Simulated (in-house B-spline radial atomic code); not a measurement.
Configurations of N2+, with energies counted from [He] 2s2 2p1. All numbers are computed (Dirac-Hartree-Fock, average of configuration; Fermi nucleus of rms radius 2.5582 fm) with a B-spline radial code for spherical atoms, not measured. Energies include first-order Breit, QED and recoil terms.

Occupations are held fixed; configurations that lie above the ionisation limit could autoionise.

```
   configuration  E - E(ref) (eV)  highest orbital  its <r> (bohr)
    [He] 2s2 4s1           37.224            4s1/2           6.201
    [He] 2s2 5s1           41.156            5s1/2           10.22
[He] 2s1 2p1 3d1           41.653            3d5/2           3.305
    [He] 2s2 5p1           41.711            5p3/2           10.92
    [He] 2s2 5d1           42.143            5d5/2           11.17
    [He] 2s2 5f1           42.259            5f7/2           10.48
    [He] 2s2 6s1           43.141            6s1/2           15.24
    [He] 2s2 6d1            43.69            6d5/2           16.61
[He] 2s1 2p1 4d1           47.848            4d5/2           6.745
[He] 2s1 2p1 4f1           48.064            4f7/2           5.986
[He] 2s1 2p1 5d1           50.708            5d5/2           11.18
[He] 2s1 2p1 5g1           50.827            5g9/2           9.166
```

Problem. Order these further configurations by energy, lowest first.
A. [He] 2s2 3p1
B. [He] 2s2 6g1
C. [He] 2s2 4f1
D. [He] 2s2 3d1
E. [He] 2s2 5g1

Solution. A (30.651 eV), D (33.085 eV), C (39.502 eV), E (42.265 eV), B (43.762 eV).

Problem. How far above the reference does [He] 2s2 3s1 lie?

Solution. 27.503 eV; its least bound orbital is 3s1/2 with <r> = 3.175 bohr.

Problem. How far above the reference does [He] 2s2 6f1 lie?

Solution. 43.758 eV; its least bound orbital is 6f7/2 with <r> = 15.97 bohr.

Problem. How far above the reference does [He] 2s1 2p2 lie?

Solution. 10.741 eV; its least bound orbital is 2p3/2 with <r> = 1.138 bohr.

Problem. One of these lies 39.28 eV from the reference. Which?
A. [He] 2s2 4d1
B. [He] 2s1 2p1 5f1
C. [He] 2s2 6p1
D. [He] 2s1 2p1 6g1

Solution. A.
